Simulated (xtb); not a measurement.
tetrachloroaluminate (AlCl4), SMILES [Cl][Al-]([Cl])([Cl])[Cl], charge -1. All values are semi-empirical tight-binding results from xtb (GFN2-xTB unless named), good for trends rather than for accurate numbers. Geometry: GFN2-xTB.

For metal compounds this method's bond lengths and energies can be far off.

Question: Estimate the properties. (An estimate is asked for; the answer gives what the named calculation found.)

Answer: 
```yaml
point_group_as_xtb_finds_it: Td
orbital_gap: 9.08 eV
zero_point_energy: 3.2 kcal/mol
G − E(el) at 298.15 K (modified RRHO): -16.8 kcal/mol
```
